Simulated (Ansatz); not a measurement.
H$_{5}$OSbSi (`[SiH3][O][SbH2]`) at its PBE0-D4/def2-TZVP geometry, where that method's forces vanish. The species carries charge 0 and has multiplicity 1. Sb: def2 effective core potential.

```xyz
8

Si    0.2605    0.3494   -1.3375
O    -0.0898    0.3793    0.2577
Sb    0.0388   -0.9764    1.6735
H    -0.9788    0.1930   -2.1465
H     1.1726   -0.7867   -1.6613
H     0.9241    1.6243   -1.7135
H     0.3140    0.1855    2.9027
H    -1.6413   -0.9685    2.0248
```

Question: What forces (eV/Å) does B3LYP-D4/def2-TZVPP give on these atoms in Ansatz 0.2.0? (An estimate is asked.)

Answer: Ansatz gave: 
```
Si1  0.032  0.049 -0.219
O2  -0.021  0.179 -0.149
Sb3  0.076 -0.272  0.203
H4   0.080  0.007  0.045
H5  -0.057  0.071  0.017
H6  -0.040 -0.083  0.015
H7   0.013  0.052  0.066
H8  -0.083 -0.003  0.022
```

B3LYP here is the variant with VWN-RPA as its local correlation; programs differ in this.
